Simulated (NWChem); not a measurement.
AuNH$_{4}$O; SMILES [NH3]->[Au][OH]

```xyz
7

Au     0.0051     0.0546     0.0002
O     -0.0966     1.9997     0.0005
H      0.8032     2.3464    -0.0008
N     -0.0235    -2.0356     0.0003
H      0.9163    -2.4234    -0.0938
H     -0.5792    -2.4070    -0.7719
H     -0.4175    -2.4109     0.8645
```
Atoms are numbered in this order, from 1.

Results from NWChem. The geometry was optimised at PBE0/def2-SVP. def2 effective core potentials on Au; no spin-orbit coupling. B3LYP is NWChem's, with the RPA form of VWN correlation. Static field.

For level LDA (Slater exchange, VWN5)/def2-SVPD:

| Item | Value |
|---|---|
| isotropic polarisability (bohr³) | 53.0 |
| anisotropy (bohr³) | 25.5 |

**Question.** How do the values read with level B3LYP/def2-SVPD instead?

**Answer.** The isotropic polarisability (bohr³) is 50.7 and the anisotropy (bohr³) comes out as 22.0.
